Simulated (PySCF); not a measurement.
Constitutional and geometric isomers with formula CH10Si3. Gas-phase values, no solvent. One relaxed conformer stands for each flexible species; it need not be the lowest. Strings in code marks are SMILES.

The HOMO–LUMO gap from two functionals at the same geometries (B3LYP-D3(BJ)/def2-TZVP), both in PySCF: PBE-D3(BJ)/def2-TZVP and B3LYP-D3(BJ)/def2-TZVP. B3LYP has the VWN-RPA correlation part, as in Gaussian. 

```
species                                         PBE-D3(BJ)/def2-TZVP (eV)  B3LYP-D3(BJ)/def2-TZVP (eV)
----------------------------------------------  -------------------------  ---------------------------
`C[SiH2][SiH2][SiH3]` (C–Si–Si–Si torsion 59°)                       5.75                         7.25
`C[SiH]([SiH3])[SiH3]`                                               5.62                         7.13
`[SiH3][SiH2]C[SiH3]` (Si–C–Si–Si torsion 56°)                       6.05                         7.61
`[SiH3]C([SiH3])[SiH3]`                                              6.68                         8.33
```

Over these rows, drawn at random from the members with no instability flagged (it was tested for open shells, ions and some series alone), PBE minus B3LYP-D3(BJ): mean -1.55 eV, from -1.64 eV to -1.50 eV.
